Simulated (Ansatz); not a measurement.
Ge(vinyl)(NHMe)3 (C5H15GeN3). The state is a triplet with charge 0. Geometry r2SCAN-D4/def2-SVP, that of the neutral singlet; atoms count from 1.

| atom | x (Å) | y (Å) | z (Å) |
| --- | --- | --- | --- |
| Ge1 | -0.1737 | 0.0128 | -0.0808 |
| C2 | -1.7827 | -1.0075 | -0.4454 |
| C3 | -2.9118 | -0.8252 | 0.2552 |
| H4 | -1.7778 | -1.7337 | -1.2700 |
| H5 | -2.9551 | -0.1038 | 1.0806 |
| H6 | -3.8324 | -1.3813 | 0.0385 |
| N7 | -0.2625 | 0.5726 | 1.6679 |
| C8 | -0.3023 | -0.3736 | 2.7667 |
| H9 | 0.3613 | 1.3560 | 1.8532 |
| H10 | -0.6770 | 0.1040 | 3.6901 |
| H11 | -1.0026 | -1.1906 | 2.5274 |
| H12 | 0.6729 | -0.8456 | 3.0119 |
| N13 | 0.1046 | 1.6083 | -0.9393 |
| C14 | 0.2492 | 1.6614 | -2.3823 |
| H15 | -0.4767 | 2.3609 | -0.5758 |
| H16 | 0.7859 | 2.5756 | -2.6939 |
| H17 | 0.8518 | 0.8012 | -2.7149 |
| H18 | -0.7067 | 1.6296 | -2.9459 |
| N19 | 1.2200 | -1.0303 | -0.6553 |
| C20 | 2.5970 | -0.6351 | -0.4334 |
| H21 | 1.0716 | -2.0343 | -0.5951 |
| H22 | 3.2698 | -1.0790 | -1.1895 |
| H23 | 2.6764 | 0.4594 | -0.5357 |
| H24 | 3.0007 | -0.9018 | 0.5660 |

At PBE0-D4/def2-TZVP a singlet of charge 0 lies 4.03 eV below the triplet at the same geometry.

(1) Estimate the Mulliken populations from the PBE0/def2-TZVP orbitals of Ansatz.

(2) Where does the spin sit?

(3) And the Mayer bond orders between heavy atoms (over 0.3)?

## Answers

(1) 
| atom | charge (e) | spin (α − β) |
| --- | --- | --- |
| Ge1 | 0.53 | 0.00 |
| C2 | -0.24 | 0.95 |
| C3 | -0.31 | 1.11 |
| H4 | 0.14 | -0.05 |
| H5 | 0.16 | -0.05 |
| H6 | 0.13 | -0.05 |
| N7 | -0.44 | 0.00 |
| C8 | -0.29 | 0.00 |
| H9 | 0.21 | 0.00 |
| H10 | 0.13 | 0.00 |
| H11 | 0.13 | 0.00 |
| H12 | 0.11 | 0.00 |
| N13 | -0.43 | 0.07 |
| C14 | -0.29 | 0.00 |
| H15 | 0.22 | 0.00 |
| H16 | 0.12 | 0.00 |
| H17 | 0.14 | 0.00 |
| H18 | 0.11 | 0.01 |
| N19 | -0.44 | 0.01 |
| C20 | -0.29 | 0.00 |
| H21 | 0.21 | 0.00 |
| H22 | 0.12 | 0.00 |
| H23 | 0.14 | 0.00 |
| H24 | 0.11 | 0.00 |
Mulliken values depend strongly on the basis.

(2) Summed by element: Ge 0.00, C 2.06, H -0.15, N 0.09, of 2 unpaired in all. Largest on single atoms: C3 1.11, C2 0.95, N13 0.07.

(3) Ge1–C2 1.03 (1.94 Å); Ge1–N7 1.06 (1.84 Å); Ge1–N13 1.03 (1.83 Å); Ge1–N19 1.04 (1.83 Å); C2–C3 0.94 (1.34 Å); N7–C8 0.99 (1.45 Å); N13–C14 1.00 (1.45 Å); N19–C20 0.99 (1.45 Å).
